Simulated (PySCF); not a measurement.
# `CO[C@H]1OC[C@H]1Cl`, C$_{4}$H$_{7}$ClO$_{2}$

Molfile (atoms numbered from 1):
```
C4H7ClO2
     RDKit          3D

 14 14  0  0  0  0  0  0  0  0999 V2000
    2.0634    0.6793    0.4054 C   0  0  0  0  0  0  0  0  0  0  0  0
    0.8806    0.7769   -0.3646 O   0  0  0  0  0  0  0  0  0  0  0  0
    0.1693   -0.3979   -0.4326 C   0  0  1  0  0  0  0  0  0  0  0  0
   -0.4783   -0.7629    0.7879 O   0  0  0  0  0  0  0  0  0  0  0  0
   -1.7707   -0.4176    0.2837 C   0  0  0  0  0  0  0  0  0  0  0  0
   -1.1964   -0.2276   -1.1215 C   0  0  1  0  0  0  0  0  0  0  0  0
   -1.4858    1.3209   -1.8937 Cl  0  0  0  0  0  0  0  0  0  0  0  0
    2.5067    1.6719    0.4003 H   0  0  0  0  0  0  0  0  0  0  0  0
    1.8324    0.3737    1.4290 H   0  0  0  0  0  0  0  0  0  0  0  0
    2.7552   -0.0433   -0.0417 H   0  0  0  0  0  0  0  0  0  0  0  0
    0.8012   -1.2274   -0.7969 H   0  0  0  0  0  0  0  0  0  0  0  0
   -2.4884   -1.2299    0.4084 H   0  0  0  0  0  0  0  0  0  0  0  0
   -2.1497    0.5001    0.7399 H   0  0  0  0  0  0  0  0  0  0  0  0
   -1.4401   -1.0168   -1.8308 H   0  0  0  0  0  0  0  0  0  0  0  0
  1  2  1  0
  2  3  1  0
  3  4  1  0
  4  5  1  0
  5  6  1  0
  6  7  1  0
  6  3  1  0
  1  8  1  0
  1  9  1  0
  1 10  1  0
  3 11  1  6
  5 12  1  0
  5 13  1  0
  6 14  1  6
M  END
```

Computed, not measured: PySCF 2.14.0, TDDFT CAM-B3LYP/aug-cc-pVDZ circular dichroism and optical rotation, one conformer, gas phase. Geometry: GFN2-xTB.

The molecule is flexible and this is one conformer; a measurement averages over conformers.

Q: Draw the ECD and absorption spectra from the lowest 16 states, each a Gaussian of half-width 0.35 eV at 1/e height.

A: 
| E (eV) | λ (nm) | Δε (L mol⁻¹ cm⁻¹) | ε (L mol⁻¹ cm⁻¹) |
| --- | --- | --- | --- |
| 6.66 | 186 | -0.31 | 83.9 |
| 6.81 | 182 | -1.23 | 312 |
| 6.96 | 178 | -3.55 | 834 |
| 7.11 | 174 | -7.69 | 1640 |
| 7.26 | 171 | -12.96 | 2480 |
| 7.41 | 167 | -17.48 | 3070 |
| 7.56 | 164 | -19.40 | 3340 |
| 7.71 | 161 | -18.27 | 3440 |
| 7.86 | 158 | -14.44 | 3580 |
| 8.01 | 155 | -8.02 | 3850 |
| 8.16 | 152 | -0.41 | 4010 |

Δε uses R in velocity form, ε uses f in length form. Only the states computed contribute, so the short-wavelength end is incomplete.
